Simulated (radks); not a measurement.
The platinum anion Pt2-, [Hg], held by a Watson sphere: a shell of charge +2 at radius R that stands for the Madelung well of a crystal (potential energy -2/R inside, -2/r outside, in hartree with lengths in bohr). Calculated with a radial shooting solver on a logarithmic mesh with Libxc functionals: scalar-relativistic Kohn-Sham, LDA (Slater exchange, VWN5 correlation), spin-polarised, spherical densities, point nucleus. Response by self-consistent Sternheimer equations with the Hartree and adiabatic LDA kernel, the relativistic mass of each level held fixed and spin-orbit coupling left out. The sphere does not respond.

| R (bohr) | e(5p) (eV) | e(6s) (eV) | e(5d) (eV) | <r> 5d (bohr) | sum of <r^2> (bohr^2) | X-ray form factor at sin(theta)/lambda = 0.3 1/angstrom | alpha (bohr^3) |
|---|---|---|---|---|---|---|---|
| 2.66 | -55.247 | -7.300 | -6.339 | 1.799 | 78.49 | 58.395 | 48.75 |
| 3.53 | -53.883 | -6.054 | -4.680 | 1.868 | 86.67 | 58.445 | 73.38 |
| 5.26 | -51.977 | -3.858 | -2.517 | 1.940 | 101.8 | 58.488 | 165.1 |
| 5.72 | -51.615 | -3.430 | -2.127 | 1.954 | 105.9 | 58.492 | 205.9 |
| 5.77 | -51.579 | -3.387 | -2.089 | 1.955 | 106.4 | 58.492 | 211.0 |
| 6.05 | -51.388 | -3.159 | -1.885 | 1.964 | 108.9 | 58.494 | 242.5 |
| 6.21 | -51.287 | -3.037 | -1.777 | 1.968 | 110.4 | 58.495 | 263.0 |
